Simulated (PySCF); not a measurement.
Atoms are numbered as in `[CH2:1]=[C:2]1[CH2:3][C@H:4]([C:5]#[N:6])[C:7]1=[CH2:8]` (H(Xn): hydrogen on atom n). Ha(C8) is cis to C2; Ha(C1) is cis to C3; Ha(C3) is cis to C5 on the ring; Hb(C8) is trans to C2; Hb(C1) is trans to C3; Hb(C3) is trans to C5 on the ring.

Geometry: GFN2-xTB; GIAO shifts from PySCF 2.14.0 with density-fitted response routines, gas phase, non-relativistic, averaged over equivalent atoms.

At OPBE/MINI (47 basis functions, 14 s wall time on 1 thread of an Arm Neoverse N1, shared host):
```
 atoms  δ (ppm)
    C2    110.7
    C7    109.3
    C8    102.3
    C1    101.7
    C5     74.7
    C3     38.6
    C4     29.0
    N6    286.6
Ha(C8)     6.33
Hb(C1)     6.22
Hb(C8)     6.11
Ha(C1)     5.87
 H(C4)     4.10
Hb(C3)     3.64
Ha(C3)     3.57
```

Scale: TMS for $^{13}$C (σ = 221.85 ppm), $^{1}$H (σ = 30.65 ppm); NH3 for $^{15}$N (σ = 294.36 ppm) (reference shieldings calculated alike).

What do these become at PBE0/pcSseg-1?

Results:


| atoms | δ at PBE0/pcSseg-1 | change |
| --- | --- | --- |
| C2 | 151.7 | +41.0 |
| C7 | 151.6 | +42.3 |
| C8 | 116.5 | +14.2 |
| C1 | 115.0 | +13.3 |
| C5 | 125.1 | +50.4 |
| C3 | 35.9 | -2.7 |
| C4 | 26.6 | -2.4 |
| N6 | 300.2 | +13.6 |
| Ha(C8) | 5.94 | -0.39 |
| Hb(C1) | 5.86 | -0.36 |
| Hb(C8) | 5.59 | -0.52 |
| Ha(C1) | 5.36 | -0.51 |
| H(C4) | 3.35 | -0.75 |
| Hb(C3) | 3.05 | -0.59 |
| Ha(C3) | 2.98 | -0.59 |

Shifts are taken against calculated references (same method and geometry level): $^{13}$C (σ = 186.93 ppm) and $^{1}$H (σ = 31.72 ppm) vs TMS; $^{15}$N (σ = 267.73 ppm) vs NH3.

The largest change is at C5 (nitrile carbon). Cost: 171 basis functions, 35 s wall time on 1 thread of an Arm Neoverse N1, shared host. The order of the carbon signals changes between the two levels.

Experimental scales use liquid or dissolved standards, which lie at an offset from isolated NH3 (liquid NH3: subtract about 20 ppm). Unscaled 15N shifts of sp2 nitrogen come out 20 to 40 ppm too high even then.
